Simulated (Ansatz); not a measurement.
CH$_{3}$BClFO (`COB(F)Cl`). Total charge 0; spin multiplicity 1. The structure was optimised at the PBE0-D4/def2-TZVP level. It is one conformer, not always the lowest.

```xyz
8

C    -0.794    0.785   -0.039
O     0.272    0.182    0.668
B     1.003   -0.852    0.252
F     1.969   -1.290    1.037
Cl    0.761   -1.678   -1.289
H    -0.512    1.809   -0.289
H    -1.667    0.806    0.614
H    -1.032    0.238   -0.953
```

Q: What is the dipole moment at B3LYP/def2-TZVPP? (Estimate.)

A: Computed: 2.43 D, with components (-1.85, 1.41, -0.70) D in this frame, pointing from negative to positive charge.

Q: And with PBE, r2SCAN, ωB97M-V? (Best estimate.)

A: Ansatz gave: PBE 2.34 D, r2SCAN 2.38 D, ωB97M-V 2.41 D.

Q: Give the Mulliken charges with B3LYP, r2SCAN, ωB97M-V in def2-TZVPP. (Best estimate.)

A: Computed: 
| atom | B3LYP | r2SCAN | ωB97M-V |
| --- | --- | --- | --- |
| C1 | -0.08 | 0.02 | -0.13 |
| O2 | -0.27 | -0.28 | -0.27 |
| B3 | 0.44 | 0.48 | 0.42 |
| F4 | -0.22 | -0.24 | -0.22 |
| Cl5 | -0.19 | -0.18 | -0.15 |
| H6 | 0.11 | 0.07 | 0.13 |
| H7 | 0.11 | 0.07 | 0.13 |
| H8 | 0.08 | 0.06 | 0.10 |

B3LYP here is the variant with VWN-RPA as its local correlation; programs differ in this.
